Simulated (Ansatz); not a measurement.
Program: Ansatz. Geometries: PBE0-D4/def2-TZVP. ΔE: electronic, gas phase. CBS: MP2 limit from def2 TZ/QZ plus the TZ coupled-cluster correction, frozen cores. DFT in def2-TZVPP. B3LYP here is the variant with VWN-RPA as its local correlation; programs differ in this. One conformer a species, not always the lowest.

Reaction (formal exchange of groups at a C–C bond): `C=Cc1ccco1` + `[AlH2][CH2][SiH3]` → `C=[CH][AlH][CH2][SiH3]` + furan

Task: Is it downhill or uphill in electronic energy at CCSD(T)/CBS, and by how much? (An estimate is asked.)

Result: Ansatz gave: Downhill: ΔE = -11.5 kJ/mol.

Task: What do these levels give: B3LYP-D4, ωB97X-V, ωB97M-V, B2PLYP, PBE, r2SCAN, HF/def2-TZVPP, MP2/def2-TZVPP, CCSD(T)/def2-TZVPP, SCS-MP2/def2-QZVPP, HF/CBS(def2), CCSD/CBS(def2)? (Estimate.)

Result: Ansatz gave: B3LYP-D4 -3.6, ωB97X-V -9.1, ωB97M-V -12.4, B2PLYP -6.3, PBE -0.5, r2SCAN -1.4, HF/def2-TZVPP -8.0, MP2/def2-TZVPP -7.0, CCSD(T)/def2-TZVPP -10.3, SCS-MP2/def2-QZVPP -8.8, HF/CBS(def2) -8.1, CCSD/CBS(def2) -12.8 kJ/mol.

Largest T1 diagnostic among the species: 0.013.
